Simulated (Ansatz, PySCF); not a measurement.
Complex: H2O (SMILES O) (first 3 atoms) with HCl (SMILES Cl); geometry from B3LYP-D3(BJ)/def2-TZVP.
(charge 0, multiplicity 1):
```xyz
5

O      0.0409     0.3323     0.2529
H      0.7941     0.8483    -0.0558
H      0.1862    -0.5672    -0.0611
Cl    -0.3128     0.4730     3.3761
H     -0.2117     0.4340     2.0764
```

Interaction energies are E(AB) − E(A) − E(B) at the monomers' geometry in the complex; basis-set methods are counterpoise corrected. Rows marked so take none.

Frozen-core correlation. CBS: X⁻³ extrapolation of the correlation energy, Hartree–Fock from the larger set. Rows in 3-21G carry no dispersion term and start afresh at each structure.

Programs: Ansatz (an electronic-structure program) with Gaussian orbitals; PySCF for 3-21G rows, the dispersion terms. Values without a source in brackets are computed.

### Question
What is the computed interaction energy (HF/3-21G (no counterpoise))?

### Answer
-52 kJ/mol
